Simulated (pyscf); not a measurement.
PySCF, gas phase, ωB97X-D3(BJ)/def2-SVP geometries. Correlated levels are frozen-core, on RHF or UHF. ΔMP2 is the change of the MP2 total energy from the triple- to the quadruple-zeta basis.

Estimate by transition-state theory (the high-pressure limit) the rate constant of `[SiH3][PH][In]` [singlet] → `[PH2][SiH2][In]` [singlet] (singlet surface; In–P, H–Si broken, In–Si, H–P formed) at 1200 K, with CCSD(T)/def2-TZVPP + ΔMP2(QZVPP) energies (ideal gas, 1 atm, RRHO with modes under 100 cm⁻¹ raised to 100, one conformer, R ln 2 for rigid chiral ones; no tunnelling).

The electronic barrier is 43.1 kcal/mol and the thermal terms add -0.6, so ΔG‡ = 42.5 kcal/mol. With k_BT/h = 2.50e+13 s⁻¹ and RT = 2.385 kcal/mol, k = 4.5e+05 s⁻¹; so small a molecule is far into fall-off at 1 atm, where the true rate is lower. Wigner's tunnelling factor for 846i cm⁻¹ would be 1.04. A shift of 1 kcal/mol in the barrier changes k by a factor 1.5. This is the saddle that the search found; another between the same sides may lie lower. The CCSD(T) − MP2 part came from Ansatz, without density fitting, on the same reference. The frozen core leaves the outer d or s,p core shells of the metals and heavy elements correlated in the MP2 and CC values, and def2-TZVPP describes them poorly, which can shift differences by a few kcal/mol. Elements past Kr carry the def2 core potentials, without spin-orbit coupling.
